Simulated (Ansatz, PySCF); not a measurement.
The pair A = CH4O (SMILES CO) (first 6 atoms), B = CH4S (SMILES CS); geometry from B3LYP-D3(BJ)/def2-TZVP.
(charge 0, multiplicity 1):
```tsv
atom	x (Å)	y (Å)	z (Å)
C	-0.2896	-0.5451	0.0904
O	-0.1998	0.7684	0.6352
H	-1.2677	-0.7301	-0.3651
H	-0.1510	-1.2349	0.9213
H	0.4924	-0.7335	-0.6519
H	-0.2780	1.4103	-0.0770
C	-1.2250	0.0362	3.9223
S	0.5568	-0.3231	3.7860
H	-1.7419	-0.2159	2.9993
H	-1.6089	-0.5847	4.7300
H	-1.3960	1.0824	4.1670
H	0.7695	0.4326	2.6953
```

Frozen-core correlation. Rows in 6-31G* carry no dispersion term and start afresh at each structure (6-31G* with six Cartesian d functions).

Run with Ansatz (a quantum-chemistry and plane-wave program) with Gaussian orbitals; PySCF for 6-31G* rows. Each number belongs to the level named beside it.

Total energies (hartree), monomers frozen at their geometry in the pair:

```
structure                 HF/6-31G*  HF/aug-cc-pV(D+d)Z  MP2/aug-cc-pV(D+d)Z
---------------------  ------------  ------------------  -------------------
AB                     -552.7368411        -552.7969310         -553.4665120
A in the pair's basis  -115.0356562        -115.0617227         -115.4225544
B in the pair's basis  -437.7001391        -437.7346017         -438.0391181
A                      -115.0345809        -115.0614583         -115.4216837
B                      -437.6998743        -437.7343255         -438.0379703
```

Question: Work out the interaction energy without and with the counterpoise correction, and the superposition error, for each level.

Answer: 
E(AB) − E(A) − E(B), times 627.509 kcal/mol, with the monomers in their own basis and then in the pair's basis:
- HF/6-31G*: -1.50 uncorrected, -0.66 corrected; the monomers gain 0.84 kcal/mol from borrowed functions
- HF/aug-cc-pV(D+d)Z: -0.72 uncorrected, -0.38 corrected; the monomers gain 0.34 kcal/mol from borrowed functions
- MP2/aug-cc-pV(D+d)Z: -4.30 uncorrected, -3.04 corrected; the monomers gain 1.27 kcal/mol from borrowed functions
